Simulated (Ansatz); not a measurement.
Reaction (cleavage of the Si–Si bond): `O[SiH2][SiH2]S` + `SS` → `O[SiH2]SS` + `[SiH3]S`

Isolated molecules relaxed with PBE0-D4/def2-TZVP in Ansatz; ΔE leaves out vibrations. CBS: MP2 limit from def2 TZ/QZ plus the TZ coupled-cluster correction, frozen cores. This one scheme is used for every species. Functionals use def2-TZVPP. Each species was taken in one conformer, which may not be the lowest.

`O[SiH2][SiH2]S`:

Cartesian coordinates in Å:
```
O -1.022 -0.279 1.772
Si -0.856 0.830 0.560
Si 1.065 0.224 -0.639
S 0.975 -1.932 -0.741
H -0.692 -1.158 1.563
H -0.787 2.172 1.189
H -2.019 0.807 -0.375
H 2.320 0.477 0.115
H 1.184 0.823 -1.996
H -0.168 -1.965 -1.448
```

`SS`:

Z-matrix (Å, degrees):
```
S
S 1 2.046
H 1 1.347 2 98.6
H 2 1.347 1 98.6 3 -90.5
```

`O[SiH2]SS`:

Cartesian coordinates in Å:
```
O 0.651 -0.897 1.394
Si 0.751 0.427 0.437
S -1.170 1.250 -0.055
S -1.876 -0.471 -0.959
H 0.180 -1.649 1.027
H 1.427 0.109 -0.845
H 1.469 1.466 1.210
H -1.432 -0.235 -2.208
```

`[SiH3]S`:

```xyz
6

Si   -0.464    0.245   -0.058
S     1.596   -0.178   -0.440
H    -1.324   -0.934   -0.334
H    -0.804    1.348   -0.988
H    -0.683    0.679    1.345
H     1.679   -1.159    0.475
```

| level | ΔE (eV) |
| --- | --- |
| BHLYP-D4 | -0.77 |
| CAM-B3LYP-D4 | -0.74 |

Question: What does CCSD(T)/CBS give? (An estimate is asked.)

Answer: Computed: -0.77 eV. The listed levels differ from it by 0.00, 0.03 eV.

Largest T1 diagnostic among the species: 0.012.

From PBE to PBE0 (25 % exact exchange), in def2-TZVPP and without D4, ΔE moves by −0.04 eV. At CCSD(T), def2-SVP lies +0.04 eV from the extrapolated value and def2-TZVPP +0.01 eV.
